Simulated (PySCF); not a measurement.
# Ba⁺ (barium, charge +1) across methods

[Xe] 5d1, 2D determinant (an excited configuration). Computed with PySCF 2.14 in aug-cc-pVTZ-X2C, with the spin-free X2C one-electron Hamiltonian (Gaussian nucleus).

```csv
method,E (hartree),mean ε 5p α (eV),mean ε 5p β (eV),mean ε 5d α (eV),Σ⟨r²⟩ (bohr²),⟨S²⟩
LDA,-8127.49,-23.023,-22.723,-6.425,57.70,0.750
PBE,-8134.11,-22.850,-22.514,-6.482,57.74,0.750
M06,-8134.68,-24.246,-23.859,-7.017,57.59,0.750
M06-L,-8134.34,-22.888,-22.421,-6.310,57.29,0.751
PBE0,-8134.19,-24.502,-24.068,-7.206,57.48,0.751
r2SCAN,-8134.53,-23.309,-22.967,-6.562,57.50,0.751
r2SCAN0,-8134.51,-24.798,-24.373,-7.272,57.40,0.751
```

Question: Estimate the same row for UHF.

Answer: E (hartree) = -8131.44841; mean ε 5p α (eV) = -28.465; mean ε 5p β (eV) = -27.741; mean ε 5d α (eV) = -8.764; Σ⟨r²⟩ (bohr²) = 58.44; ⟨S²⟩ = 0.752.

Spin-orbit coupling, absent here, splits the open shell strongly.
